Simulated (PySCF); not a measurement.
C2H7BN2O.
Geometry (PBE0-D3(BJ)/def2-SVP, Å), atoms numbered from 1 in this order:
```xyz
13
C2H7BN2O angstrom
C     -1.566   -0.982   -0.849
B     -0.199   -0.244   -0.566
N     -0.082    1.135   -0.408
N      1.012   -1.068   -0.465
C      2.282   -0.636   -0.230
O      2.617    0.516   -0.059
H     -1.522   -1.545   -1.796
H     -2.420   -0.291   -0.913
H     -1.791   -1.716   -0.057
H     -0.870    1.763   -0.465
H      0.825    1.553   -0.226
H      0.926   -2.071   -0.584
H      3.031   -1.466   -0.206
```

Method used: PySCF, PBE0-D3(BJ)/def2-SVP geometry optimisation, gas phase.

Masses are those of the commonest isotopes; rigid-rotor values at the optimised geometry. The values belong to one conformer with, in the numbering `[CH3:1][B:2]([NH2:3])[NH:4][CH:5]=[O:6]`, C1–B2–N4–C5 180°, B2–N4–C5–O6 0°.

Problem. What are A, B and C (MHz)?

Solution. Ia = 69.21, Ib = 207.73, Ic = 273.79 u·Å²; 505379 MHz·u·Å²/I gives A = 7302, B = 2433, C = 1846 MHz.

Problem. What kind of rotor is it?

Solution. An asymmetric top; Ray's κ = -0.785.

Problem. What does the inertial defect say?

Solution. Not planar: Δ = Ic − Ia − Ib = -3.15 u·Å². For a rigid frame Δ = −2 Σ m c², so Σ m c² = 1.58 u·Å² lies off the ab plane, practically all of it from hydrogen. The atom farthest from that plane is 0.89 Å away.

Problem. List the rotational levels J(Ka,Kc) to J = 4 (K).

Solution. Above 0(0,0), as E/k:
J = 1: 1(0,1) 0.205, 1(1,1) 0.439, 1(1,0) 0.467
J = 2: 2(0,2) 0.614, 2(1,2) 0.822, 2(1,1) 0.906, 2(2,1) 1.607, 2(2,0) 1.610
J = 3: 3(0,3) 1.220, 3(1,3) 1.394, 3(1,2) 1.563, 3(2,2) 2.223, 3(2,1) 2.235, 3(3,1) 3.464, 3(3,0) 3.464
J = 4: 4(0,4) 2.019, 4(1,4) 2.155, 4(1,3) 2.435, 4(2,3) 3.043, 4(2,2) 3.078, 4(3,2) 4.289, 4(3,1) 4.290, 4(4,1) 6.020, 4(4,0) 6.020

Problem. Which types of transition are allowed, and where do some lines up to J = 3 fall?

Solution. The dipole components are |μa| = 1.91 D, |μb| = 1.51 D, |μc| = 0.00 D; the mirror of this Cs structure is the ab plane, so μc vanishes by symmetry (the 0.01 D computed is a residue) and there are no c-type lines. The squared components, which scale the intensities, stand as 1.00 : 0.62 (a : b). Some of the stronger lines:

```csv
type,branch,"J(Ka,Kc)",MHz,lower level (cm⁻¹)
a,Q,"1(1,0) ← 1(1,1)",587,0.305
a,Q,"2(1,1) ← 2(1,2)",1761,0.571
a,Q,"3(1,2) ← 3(1,3)",3519,0.969
b,R,"2(0,2) ← 1(1,1)",3638,0.305
b,Q,"2(1,1) ← 2(0,2)",6093,0.426
b,Q,"3(1,2) ← 3(0,3)",7138,0.848
b,R,"3(0,3) ← 2(1,2)",8306,0.571
a,R,"2(0,2) ← 1(0,1)",8507,0.143
a,R,"2(1,1) ← 1(1,0)",9144,0.325
a,R,"3(1,3) ← 2(1,2)",11926,0.571
a,R,"3(0,3) ← 2(0,2)",12639,0.426
a,R,"3(2,2) ← 2(2,1)",12836,1.117
a,R,"3(2,1) ← 2(2,0)",13033,1.119
a,R,"3(1,2) ← 2(1,1)",13684,0.630
b,Q,"3(2,1) ← 3(1,2)",14008,1.086
b,Q,"2(2,0) ← 2(1,1)",14658,0.630
b,R,"3(1,3) ← 2(0,2)",16258,0.426
b,Q,"3(2,2) ← 3(1,3)",17279,0.969
b,R,"2(2,1) ← 1(1,0)",23753,0.325
b,R,"2(2,0) ← 1(1,1)",24389,0.305
b,Q,"3(3,0) ← 3(2,1)",25600,1.553
b,Q,"3(3,1) ← 3(2,2)",25844,1.545
b,R,"3(2,1) ← 2(1,2)",29452,0.571
b,R,"3(3,1) ← 2(2,0)",38630,1.119
b,R,"3(3,0) ← 2(2,1)",38683,1.117
```

Whether it is a minimum is left open (no frequencies). These are rigid-rotor constants of the computed structure; measured ground-state constants (B0) also hold zero-point vibration. A rigid rotor knows nothing of internal rotation, which can split or shift real lines. Quadrupole hyperfine structure (11B, 14N) is left out.

On Arm Neoverse V1, one thread, shared host with 32 logical CPUs at a one-minute load of 36, this took 45 s wall and 0.51 GiB of memory at its peak. These figures are those of the optimisation.
